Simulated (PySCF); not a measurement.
BH5O4Ti, SMILES B[O][Ti]([OH])([OH])[OH], multiplicity 1. Geometry: r2SCAN-D4/def2-SVP. The spin state was assumed, not searched. The values are those of a single conformer.

### Question
Give the equilibrium geometry at r2SCAN-D4/def2-SVP (PySCF confirms it by a frequency run) as bond lengths and angles. (Estimate from the structure and the level; the computed values follow.)

### Answer
One answer among several that fit: 
Atoms: O1 Ti2 O3 H4 O5 H6 O7 H8 B9 H10 H11. Bonds (Å): O1–Ti2 1.837, O1–B9 1.343, Ti2–O3 1.782, Ti2–O5 1.786, Ti2–O7 1.786, O3–H4 0.965, O5–H6 0.965, O7–H8 0.965, B9–H10 1.217, B9–H11 1.220. Angles (°): Ti2–O1–B9 145.4, O1–Ti2–O3 108.4, O1–Ti2–O5 109.6, O1–Ti2–O7 108.6, O3–Ti2–O5 109.3, O3–Ti2–O7 109.7, O5–Ti2–O7 111.2, Ti2–O3–H4 134.0, Ti2–O5–H6 131.5, Ti2–O7–H8 131.1, O1–B9–H10 118.9, O1–B9–H11 120.2, H10–B9–H11 120.9.
